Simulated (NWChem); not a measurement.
Program: NWChem. System: H4AlO4, charge 0, spin multiplicity 2, at the geometry of a parent with another charge or spin, in a state set for the comparison that need not be this species' ground state. Its SCF solution wasn't tested for a lower state.

The NWChem input:

```
start mol
memory heap 200 mb stack 900 mb global 1100 mb
geometry units angstroms nocenter noautoz
  Al     0.000000     0.000000    -0.000102
  O     -0.296185     1.485836    -0.929994
  H     -1.244966     1.593521    -1.034920
  O      1.485907     0.295806     0.929866
  H      1.592815     1.244472     1.036608
  O     -1.485907    -0.295806     0.929866
  H     -1.592815    -1.244472     1.036608
  O      0.296185    -1.485836    -0.929994
  H      1.244966    -1.593521    -1.034920
  symmetry group C2
end
basis spherical
  * library def2-svpd
end
dft
  xc xtpss03 ctpss03
  odft
  mult 2
  semidirect memsize 60000000 filesize 0
  iterations 100
  grid fine
end
task dft energy
```

The output up to the point where the run's verdict is printed (cleaned and shortened):

```
             Northwest Computational Chemistry Package (NWChem) 7.3.0
             --------------------------------------------------------

                                NWChem Input Module
                                -------------------

 Scaling coordinates for geometry "geometry" by  1.889725989
 (inverse scale =  0.529177249)

 Turning off AUTOSYM since
 SYMMETRY directive was detected!

                             Geometry "geometry" -> ""
                             -------------------------

 Output coordinates in angstroms (scale by  1.889725989 to convert to a.u.)

  No.       Tag          Charge          X              Y              Z
 ---- ---------------- ---------- -------------- -------------- --------------
    1 Al                  13.0000     0.00000000     0.00000000    -0.00010200
    2 O                    8.0000    -0.29618500     1.48583600    -0.92999400
    3 H                    1.0000    -1.24496600     1.59352100    -1.03492000
    4 O                    8.0000     1.48590700     0.29580600     0.92986600
    5 H                    1.0000     1.59281500     1.24447200     1.03660800
    6 O                    8.0000    -1.48590700    -0.29580600     0.92986600
    7 H                    1.0000    -1.59281500    -1.24447200     1.03660800
    8 O                    8.0000     0.29618500    -1.48583600    -0.92999400
    9 H                    1.0000     1.24496600    -1.59352100    -1.03492000

 Effective nuclear repulsion energy (a.u.)     240.3353891302

            Nuclear Dipole moment (a.u.)
            ----------------------------
        X                 Y               Z
 ---------------- ---------------- ----------------
    -0.0000000000    -0.0000000000     0.0000037795

      Symmetry information
      --------------------

 Group name             C2
 Group number              4
 Group order               2
 No. of unique centers     5

      Symmetry unique atoms

     1    2    3    4    5


 Summary of "ao basis" -> "" (spherical)
 ------------------------------------------------------------------------------
       Tag                 Description            Shells   Functions and Types
[...]
 d= 0,ls=0.5,diis    75   -545.6101687556 -2.08D-04  1.85D-05  1.42D-03   125.1
                                                     7.63D-05  1.24D-03
 d= 0,ls=0.5,diis    76   -545.6102969958 -1.28D-04  5.00D-05  1.47D-03   126.8
                                                     8.83D-05  1.25D-03
 d= 0,ls=0.5,diis    77   -545.6105967110 -3.00D-04  3.64D-05  1.08D-03   128.5
                                                     8.43D-05  9.71D-04
 d= 0,ls=0.5,diis    78   -545.6108380257 -2.41D-04  2.98D-05  8.85D-04   130.3
                                                     8.36D-05  8.16D-04
 d= 0,ls=0.5,diis    79   -545.6110423305 -2.04D-04  3.79D-05  7.88D-04   132.0
                                                     8.74D-05  7.47D-04
 d= 0,ls=0.5,diis    80   -545.6112831706 -2.41D-04  3.92D-05  6.17D-04   133.7
                                                     8.90D-05  6.15D-04
 d= 0,ls=0.5,diis    81   -545.6115247069 -2.42D-04  8.78D-05  4.60D-04   135.3
                                                     1.15D-04  4.85D-04
 d= 0,ls=0.5,diis    82   -545.6118649572 -3.40D-04  6.96D-05  9.75D-05   137.0
                                                     1.06D-04  1.81D-04
 d= 0,ls=0.5,diis    83   -545.6120978221 -2.33D-04  2.78D-05  7.42D-06   138.6
                                                     8.80D-05  9.19D-05
 d= 0,ls=0.5,diis    84   -545.6122733895 -1.76D-04  3.20D-05  1.62D-05   140.3
                                                     8.61D-05  9.84D-05
 d= 0,ls=0.5,diis    85   -545.6124408787 -1.67D-04  1.74D-05  3.79D-05   141.9
                                                     8.22D-05  1.13D-04
 d= 0,ls=0.5,diis    86   -545.6126149653 -1.74D-04  5.37D-05  1.60D-05   143.6
                                                     8.67D-05  9.80D-05
 d= 0,ls=0.5,diis    87   -545.6127765099 -1.62D-04  6.62D-05  4.64D-05   145.2
                                                     9.35D-05  1.15D-04
 d= 0,ls=0.5,diis    88   -545.6129131090 -1.37D-04  2.41D-05  1.44D-04   146.9
                                                     8.45D-05  1.76D-04
 d= 0,ls=0.5,diis    89   -545.6130612072 -1.48D-04  1.63D-05  1.63D-04   148.6
                                                     7.90D-05  2.04D-04
 d= 0,ls=0.5,diis    90   -545.6132364832 -1.75D-04  1.54D-05  9.02D-05   150.2
                                                     7.80D-05  1.59D-04
 d= 0,ls=0.5,diis    91   -545.6133973675 -1.61D-04  1.39D-05  6.10D-05   151.8
                                                     7.56D-05  1.32D-04
 d= 0,ls=0.5,diis    92   -545.6135434716 -1.46D-04  1.09D-04  4.97D-05   153.5
                                                     9.92D-05  1.22D-04
 d= 0,ls=0.5,diis    93   -545.6135948810 -5.14D-05  4.75D-05  3.13D-04   155.1
                                                     8.01D-05  2.88D-04
 d= 0,ls=0.5,diis    94   -545.6136925135 -9.76D-05  1.59D-05  3.84D-04   156.8
                                                     7.30D-05  3.53D-04
 d= 0,ls=0.5,diis    95   -545.6138048715 -1.12D-04  8.91D-05  3.67D-04   158.4
                                                     8.91D-05  3.83D-04
 d= 0,ls=0.5,diis    96   -545.6140491647 -2.44D-04  8.56D-05  4.69D-05   160.2
                                                     8.44D-05  1.24D-04
 d= 0,ls=0.5,diis    97   -545.6141011209 -5.20D-05  9.26D-05  2.43D-04   161.8
                                                     8.96D-05  2.39D-04
 d= 0,ls=0.5,diis    98   -545.6140918322  9.29D-06  3.69D-05  5.60D-04   163.5
                                                     7.15D-05  4.54D-04
 d= 0,ls=0.5,diis    99   -545.6141438240 -5.20D-05  5.66D-05  6.46D-04   165.1
                                                     7.12D-05  5.45D-04
 d= 0,ls=0.5,diis   100   -545.6143633005 -2.19D-04  2.42D-05  2.86D-04   166.8
                                                     6.33D-05  3.07D-04
```

Convergence was not reached. The next line reads: Calculation failed to converge. NWChem stopped with the message: dft energy failed.
